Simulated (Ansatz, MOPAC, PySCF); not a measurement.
Torsion H4–O1–Se2–Br3 in BrHOSe (SMILES O[Se]Br); at each angle all else is relaxed with GFN2-xTB, and the levels are single points there.
Geometry at 270° (charge 0, multiplicity 1):
| atom | x (Å) | y (Å) | z (Å) |
|---|---|---|---|
| O | -1.0815 | 0.1344 | 0.3629 |
| Se | 0.3331 | 1.0498 | -0.2201 |
| Br | 1.9963 | 0.0493 | 0.9984 |
| H | -1.2530 | -0.6508 | -0.1687 |

On the grid 0° to 330°, 180° is the highest and 270° the lowest point at wB97M-V/def2-TZVPP.

The state that PM3 reach isn't checked.

Run with Ansatz (a quantum-chemistry and plane-wave program) with Gaussian orbitals; MOPAC for PM3 (differences of heats of formation); PySCF for the dispersion terms. 

What energy at 180° less that at 270° does B3LYP/def2-TZVPP give?

8.1 kcal/mol

Give the energy at 180° less that at 270° at the level PM3.

5.2 kcal/mol

Give the energy at 180° less that at 270° at the level BLYP-D4/def2-TZVPP.

8.5 kcal/mol
